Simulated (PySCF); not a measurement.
**ZnCl⁻: frontier orbitals**

PBE0 at R = 2.484 Å; PySCF, scalar-relativistic core potentials, basis sets Zn aug-cc-pVDZ-PP with ECP10, Cl aug-cc-pV(D+d)Z. State: ¹Σ⁺ (singlet), closed shell. Only the outer orbitals are listed, counted within each symmetry, core potentials removing the inner ones.

```csv
orbital,occ.,ε (eV),on Zn (%),main shells (%)
8σ,2,-3.93,28,"72 Cl p, 24 Zn s"
4π,2,-2.76,2,98 Cl p
4π,2,-2.76,2,98 Cl p
9σ,2,-0.63,86,"77 Zn s, 16 Cl p, 8 Zn p"
5π,0,3.08,108,108 Zn p
5π,0,3.08,108,108 Zn p
10σ,0,3.19,102,"79 Zn p, 22 Zn s"
```

Problem. Which are the highest filled and the lowest empty level, where do they sit, and how wide is the gap?

Solution. Highest filled 9σ at -0.63 eV (in %: 77 Zn s, 16 Cl p, 8 Zn p); lowest empty 5π at 3.08 eV (in %: 108 Zn p); the gap at PBE0 is 3.71 eV. An empty level above zero is unbound, and its energy depends on the basis.

| Quantity | Value |
| --- | --- |
| bond order (Mayer) | 0.18 |
| ⟨S²⟩ | 0.000 |
| charge on Zn (Mulliken, basis-dependent) | -0.30 |
| charge on Zn (Löwdin, basis-dependent) | -0.34 |
| dipole moment (positive dipole points towards Cl; it is taken about the centre of mass and depends on that origin) | -1.45 D |
| polarisability along the bond | 130.9 bohr³ |
| polarisability across the bond | 91.0 bohr³ |

Shares are Mulliken populations and can fall outside 0 to 100 %.
